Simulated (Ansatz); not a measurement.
Species: sum formula BNH, net charge 0, doublet state. It need not be the lowest isomer of its formula. SMILES: B=[N]
Coordinates optimised at B3LYP-D3(BJ)/def2-TZVP (Ansatz, a first-principles code):
```xyz
3

B      0.0000     0.0000    -0.6130
N      0.0000     0.0000     0.6925
H      0.0000     0.0000    -1.7820
```
Charge 0, spin multiplicity 2.

Atomisation energy built up term by term with Ansatz (kcal/mol; UHF references for open shells; valence terms freeze the core; atomic spin-orbit terms are left out). CBS marks a two-point X^-3 extrapolation of the correlation energy; Hartree-Fock from the larger set.

```csv
term,basis,kcal/mol
Hartree-Fock,aug-cc-pVQZ,___
CCSD correlation,"CBS(aug-cc-pVTZ,aug-cc-pVQZ)",___
(T),"CBS(aug-cc-pVTZ,aug-cc-pVQZ)",5.55
CCSDT - CCSD(T),cc-pVDZ,0.35
(Q),cc-pVDZ,0.42
core correlation,cc-pwCVTZ,1.48
scalar relativity (X2C),cc-pVTZ-DK against cc-pVTZ,-0.15
sum: De,,___
```

Complete the blanks.


- Hartree-Fock, kcal/mol: 143.95
- CCSD correlation, kcal/mol: 65.65
- sum: De, kcal/mol: 217.3
